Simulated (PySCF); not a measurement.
Several molecules and their computed UV-vis stick spectra, shuffled. Method used: PySCF, TDDFT PBE0/def2-SVPD, vertical, gas phase, core orbitals frozen in the response. Geometries: GFN2-xTB; one conformer of each isolated species. Triplets are in the Tamm–Dancoff approximation.

A. `C#C[C@H]1[SiH2]CN1C=C`
B. `N#C[C@H]1C=C(C[SiH3])C1`
C. `Cc1cn([SiH3])cn1`
D. `N#C[C@]1(C[SiH3])[C@@H]2C[C@@H]21`

Lowest singlet levels (six at most, fewer where fewer were computed) with oscillator strengths:

1. 5.44 eV (f 0.000); 6.18 eV (f 0.101); 6.20 eV (f 0.006); 6.35 eV (f 0.002); 6.40 eV (f 0.001); 6.51 eV (f 0.056); T1 4.34 eV
2. 7.29 eV (f 0.002); 7.37 eV (f 0.006); 7.45 eV (f 0.004); 7.55 eV (f 0.013); 7.71 eV (f 0.025); 7.77 eV (f 0.078); T1 6.19 eV
3. 4.40 eV (f 0.002); 5.00 eV (f 0.009); 5.31 eV (f 0.014); 5.63 eV (f 0.145); 6.00 eV (f 0.029); 6.12 eV (f 0.067); T1 3.98 eV
4. 6.36 eV (f 0.009); 6.54 eV (f 0.386); 6.92 eV (f 0.001); 7.04 eV (f 0.029); 7.22 eV (f 0.032); 7.33 eV (f 0.005); T1 4.25 eV

Question: Which spectrum belongs to which structure?

Answer: 1 = C, 2 = D, 3 = A, 4 = B.
- A: S1 at 4.40 eV, HOMO→LUMO (99%); Löwdin shares by element: HOMO carbon 45% or more, nitrogen 31% (atoms not listed hold the other 24%); LUMO silicon 42%, hydrogen 24% or more, carbon 9% or more (atoms not listed hold the other 26%); HOMO -5.74 and LUMO -0.33 eV.
- B: S1 at 6.36 eV, HOMO→LUMO+1 (95%); Löwdin shares by element: HOMO carbon 68% or more, silicon 6% (atoms not listed hold the other 26%); LUMO carbon 60% or more, silicon 9% (atoms not listed hold the other 31%); HOMO -7.42 and LUMO -0.27 eV.
- C: S1 at 5.44 eV, HOMO→LUMO (99%); Löwdin shares by element: HOMO carbon 70% or more, nitrogen 11% or more (atoms not listed hold the other 20%); LUMO silicon 45%, hydrogen 35% or more (atoms not listed hold the other 20%); HOMO -6.52 and LUMO -0.02 eV; point group Cs, 1 of its 6 listed states under f = 0.0005.
- D: S1 at 7.29 eV, HOMO→LUMO+1 (28%), HOMO-1→LUMO (27%), HOMO-1→LUMO+2 (12%); Löwdin shares by element: HOMO carbon 80% or more (atoms not listed hold the other 20%); LUMO silicon 27%, hydrogen 18% or more, carbon 13% or more (atoms not listed hold the other 43%); HOMO -8.16 and LUMO 0.29 eV.
